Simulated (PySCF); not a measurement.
## H2PtO at several levels of theory

All levels use the PBE0 minimum (triplet; Pt–H 1.574 Å (×2), Pt–O 1.775 Å; H–Pt–H 89.8°, H–Pt–O 135.1° (×2)), basis [Pt def2-TZVP with ECP60, O def2-TZVP, H def2-TZVP], scalar-relativistic core potentials, density fitting, no spin–orbit coupling, PySCF. For vertical energies the ionised species is a doublet (spins chosen at PBE0 and kept) and the electron-attached one a doublet. Atomisation goes to high-spin ground-configuration atoms, without zero-point energy. Open shells are unrestricted, also as the reference of the correlated levels. A dash marks a value that was not computed or is not defined at that level.

```json
{"level": "PBE0", "atomisation (kJ/mol)": "877", "vertical IP (eV)": "10.79", "vertical EA (eV)": "2.48", "−ε(HOMO) (eV)": "8.34", "dipole (D)": "1.20"}
{"level": "HF", "atomisation (kJ/mol)": "378", "vertical IP (eV)": "9.50", "vertical EA (eV)": "1.52", "−ε(HOMO) (eV)": "11.26", "dipole (D)": "0.73"}
{"level": "MP2", "atomisation (kJ/mol)": "830", "vertical IP (eV)": "11.01", "vertical EA (eV)": "2.92", "−ε(HOMO) (eV)": "–", "dipole (D)": "–"}
{"level": "PBE", "atomisation (kJ/mol)": "989", "vertical IP (eV)": "10.64", "vertical EA (eV)": "2.40", "−ε(HOMO) (eV)": "6.88", "dipole (D)": "1.20"}
{"level": "CCSD(T)", "atomisation (kJ/mol)": "875", "vertical IP (eV)": "–", "vertical EA (eV)": "–", "−ε(HOMO) (eV)": "–", "dipole (D)": "–"}
```

For H₂PtO itself CCSD(T) correlates 26 electrons; T1 = 0.065, D1 = 0.313, (T) = -75 kJ/mol. T1 is large, so the single-reference value is itself in doubt.

Q: Which levels differ least and most from CCSD(T) in the atomisation?

A: Least: PBE0 (+2 kJ/mol); most: HF (-497 kJ/mol). CCSD(T) atomisation energies in a triple-zeta basis lie tens of kJ/mol low, so this is no ranking by accuracy.

Spin contamination in at least one species weakens the values at: PBE0, HF, MP2.

Without diffuse functions attachment energies tend to come out too low.

Other spin states or occupations of the open shell can lie lower. With an element this heavy the missing spin–orbit coupling can shift these numbers.
